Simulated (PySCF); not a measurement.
Computed properties of F2HOSb, SMILES [F][Sb]([F])[OH]

Sb(F)2(OH) (F₂HOSb), SMILES [OH][Sb]([F])[F]. The structure is a stationary point at B3LYP-D3(BJ)/def2-SVP. The def2 effective core potentials stand for the cores of Sb; spin–orbit coupling is left out. The values are those of a single conformer. All values are computed for the isolated molecule unless a solvent is named; none is compared with measurement here.

**Structure.** The optimised structure has Cs symmetry. All 9 harmonic modes at B3LYP-D3(BJ)/def2-SVP (PySCF) are real, so it is a minimum. With heavy atoms numbered as in [Sb:1]([F:2])([F:3])[OH:4], the shortest bond between them is Sb1–F3 at 1.939 Å and the longest Sb1–O4 at 1.966 Å.

**Vibrations.** The strongest infrared lines (harmonic, unscaled, degenerate partners summed) lie at 297 cm⁻¹ (127 km/mol, H 56 %, O 32 %, F 10 %), 630 cm⁻¹ (95 km/mol, F 51 %, O 34 %, Sb 15 %), 3786 cm⁻¹ (92 km/mol, H 94 %). The softest mode is at 136 cm⁻¹ and the zero-point energy is 10.6 kcal/mol.

**Electronic structure.** r2SCAN/def2-TZVPD (PySCF) places the frontier levels at -8.38 and -2.15 eV, a gap of 6.23 eV, and gives a dipole moment of 2.19 D and a mean polarisability of 43.4 bohr³.

**Excitations.** TDDFT-CAM-B3LYP/def2-SVPD (PySCF) has S1 at 6.81 eV (182 nm, f = 0.080, bright); the most intense of the 10 singlets computed lies at 8.25 eV (f = 0.33). T1 (TDA) is at 5.50 eV. No vertical singlet excitation falls in the visible range (under 3.1 eV).
